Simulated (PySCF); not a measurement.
Input for PySCF: R-MP2/6-31G* on HCl (SMILES Cl) with ghost functions, monomers drawn apart or pushed together.

```python
from pyscf import gto, scf, dft, mp
from pyscf.data.elements import chemcore

mol = gto.M(
    atom='''
    Cl    1.04904831    0.64379955   -0.35193283
    H    -0.00385700    0.90673945    0.33811639
    ghost-Si    0.51682261   -0.88170618    4.82632957
    ghost-Si   -1.56649811    0.17756676    4.62496834
    ghost-H    1.61028244    0.08591511    4.58123244
    ghost-H    0.61818868   -2.00115713    3.86274018
    ghost-H    0.64363930   -1.41636366    6.20431303
    ghost-H   -1.68379216    1.30399673    5.58128280
    ghost-H   -2.67345109   -0.77835847    4.86568379
    ghost-H   -1.75136274    0.73555105    3.25670791
    ''',
    basis='6-31g*',
    cart=True,
    charge=0, spin=0, verbose=3, max_memory=1800)
mf = scf.RHF(mol)
mf.conv_tol = 1e-8
mf.max_cycle = 100
mf.kernel()
if not mf.converged:
    mf = mf.newton().run(mf.mo_coeff, mf.mo_occ)
pt = mp.MP2(mf, frozen=chemcore(mol)).run()
```

### Question
Give the final energy of this run.

### Answer
-460.1924 hartree.
